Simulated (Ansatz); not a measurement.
Total energies of CH₈SeSi₂ (`[SiH3][SiH2]C[SeH]`).

Z-matrix (Å, degrees):
```
Si
Si 1 2.342
H 1 1.489 2 109.3
H 1 1.490 2 109.8 3 -118.7
H 1 1.485 2 111.9 3 121.0
C 2 1.880 1 109.5 3 -37.4
H 2 1.490 1 110.3 3 -156.5
H 2 1.493 1 110.9 3 84.3
Se 6 1.957 2 110.1 1 -54.4
H 6 1.090 2 113.6 1 -178.1
H 6 1.092 2 110.0 1 60.4
H 9 1.470 6 95.5 2 -47.9
```

The species carries charge 0 and has multiplicity 1. Correlated methods include outer-core shells of Se, which these sets cover unevenly. Scalar relativity is left out up to krypton. All single points use the PBE0-D4/def2-TZVP geometry. It is one conformer, not always the lowest. Basis def2-TZVPP, Ansatz 0.2.0.

RPA on PBE orbitals: Hartree–Fock energy of these orbitals -3020.19816 Eh, correlation -1.24466 Eh (frozen core).

| functional | energy without D4 (Eh) | D4 term (kJ/mol) |
| --- | --- | --- |
| LDA (SPW92) | -3017.30797 | – |
| BLYP | -3023.46982 | -66.0 |
| r2SCAN | -3023.38792 | -7.5 |
| PBE0 | -3022.89842 | -26.5 |
| B3LYP | -3023.56588 | -50.2 |
| r2SCANh | -3023.38074 | -8.1 |
| BHLYP | -3023.43813 | -42.2 |
| ωB97M-V | -3023.26025 | – |
| B2PLYP | -3022.81281 | – |
| PBE-QIDH | -3022.40693 | – |

Question: Give the same for PBE, revPBE, B97M-V, r2SCAN0, HSE06 (plane-wave form), CAM-B3LYP, LC-ωPBE, ωB97X-V. (Best estimate.)

Answer: Ansatz gave: 
```tsv
functional	energy without D4 (Eh)	D4 term (kJ/mol)
PBE	-3022.74989	-30.8
revPBE	-3023.14621	-82.1
B97M-V	-3022.89756	–
r2SCAN0	-3023.37127	-9.0
HSE06 (plane-wave form)	-3022.88492	-25.0
CAM-B3LYP	-3023.58627	-27.4
LC-ωPBE	-3022.94903	–
ωB97X-V	-3023.16001	–
```

B3LYP takes the VWN-RPA correlation (the form of Gaussian; ORCA's B3LYP/G). HSE06 is the plane-wave form, built on full-range PBE exchange. The double hybrids freeze the cores in their second-order part.

LC-ωPBE has ω = 0.4 bohr⁻¹.
